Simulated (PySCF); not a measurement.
# Partial charges of `CC(C)C1CP([SiH3])C1`

Species: C₆H₁₅PSi.
Geometry (GFN2-xTB, Å), atoms numbered from 1 in this order:
```xyz
23
C6H15PSi angstrom
C     -2.0286   -1.2983    0.2360
C     -1.1465   -0.1869   -0.3303
C     -2.0198    0.8985   -0.9572
C     -0.2591    0.4036    0.7661
C      0.7578    1.4576    0.2878
P      2.1818    0.6203    1.1873
Si     3.2569   -0.3217   -0.5403
C      0.7488   -0.5809    1.3893
H     -2.7154   -0.8927    0.9763
H     -2.6130   -1.7600   -0.5565
H     -1.4293   -2.0696    0.7131
H     -0.4987   -0.6114   -1.1072
H     -2.7026    1.3071   -0.2148
H     -1.4139    1.7122   -1.3478
H     -2.6082    0.4869   -1.7741
H     -0.9044    0.8258    1.5417
H      0.5558    2.4712    0.6349
H      0.8895    1.4824   -0.7938
H      4.0755   -1.4091   -0.0057
H      4.0873    0.7124   -1.1562
H      2.3640   -0.8746   -1.5672
H      0.8764   -1.4994    0.8164
H      0.5410   -0.8461    2.4261
```

Density: PBE0/pcSseg-1 (PySCF); schemes: Mulliken, IAO, Hirshfeld and ESP-fitted. Geometry: GFN2-xTB, one conformer, isolated molecule.

Problem. Tabulate the Mulliken, IAO, Hirshfeld and ESP-fitted charges.

Solution. In e:

```
atom                     environment  Mulliken     IAO  Hirshfeld  ESP-fitted
  C1                   methyl carbon    -0.198  -0.417     -0.118      -0.473
  C2                   sp3 CH carbon    -0.341  -0.088     -0.018      +0.277
  C3                   methyl carbon    -0.198  -0.417     -0.118      -0.505
  C4       four-membered-ring carbon    -0.248  -0.101     -0.021      -0.294
  C5  sp3 carbon bound to phosphorus    -0.364  -0.426     -0.114      +0.355
  P6     three-coordinate phosphorus    +0.062  +0.179     +0.046      -0.479
 Si7                    SiH3 silicon    +0.333  +0.397     +0.244      +0.479
  C8  sp3 carbon bound to phosphorus    -0.364  -0.426     -0.113      +0.332
  H9                 methyl hydrogen    +0.102  +0.134     +0.038      +0.125
 H10                 methyl hydrogen    +0.114  +0.139     +0.041      +0.129
 H11                 methyl hydrogen    +0.114  +0.137     +0.037      +0.082
 H12                methine hydrogen    +0.117  +0.121     +0.032      +0.037
 H13                 methyl hydrogen    +0.102  +0.134     +0.038      +0.132
 H14                 methyl hydrogen    +0.114  +0.137     +0.037      +0.089
 H15                 methyl hydrogen    +0.115  +0.139     +0.041      +0.138
 H16                methine hydrogen    +0.120  +0.129     +0.037      +0.088
 H17              methylene hydrogen    +0.154  +0.148     +0.035      -0.041
 H18              methylene hydrogen    +0.154  +0.132     +0.035      -0.042
 H19                   Si–H hydrogen    -0.059  -0.104     -0.075      -0.104
 H20                   Si–H hydrogen    -0.060  -0.104     -0.075      -0.105
 H21                   Si–H hydrogen    -0.076  -0.121     -0.078      -0.150
 H22              methylene hydrogen    +0.154  +0.132     +0.035      -0.038
 H23              methylene hydrogen    +0.154  +0.148     +0.035      -0.031
```

Mean size of the charges over all atoms: ESP-fitted 0.197 e, IAO 0.192 e, Mulliken 0.166 e, Hirshfeld 0.064 e. Each set sums to the total charge, 0, to within 0.001 e. The IAO scheme counts the electrons in orthogonalised intrinsic atomic orbitals, a minimal basis polarised so that it spans the occupied orbitals exactly.

Lowest charge. The schemes don't all agree: Mulliken C5 and C8 (-0.364); IAO C5 and C8 (-0.426); Hirshfeld C1 and C3 (-0.118); ESP-fitted C3 (-0.505).

Highest charge. All schemes agree: Mulliken Si7 (+0.333); IAO Si7 (+0.397); Hirshfeld Si7 (+0.244); ESP-fitted Si7 (+0.479).

Problem. Sum the charges by element, for elements with more than one atom.

Solution. 
| element | atoms | Mulliken | IAO | Hirshfeld | ESP-fitted |
| --- | --- | --- | --- | --- | --- |
| C | 6 | -1.712 | -1.876 | -0.503 | -0.308 |
| H | 15 | +1.317 | +1.300 | +0.213 | +0.308 |

Problem. How closely do the schemes follow one another over all atoms?

Solution. Correlation coefficient and root-mean-square difference: IAO with Hirshfeld 0.93, 0.154 e; Mulliken with IAO 0.90, 0.098 e; Mulliken with Hirshfeld 0.83, 0.133 e; Hirshfeld with ESP-fitted 0.40, 0.234 e; IAO with ESP-fitted 0.27, 0.291 e; Mulliken with ESP-fitted 0.13, 0.298 e.
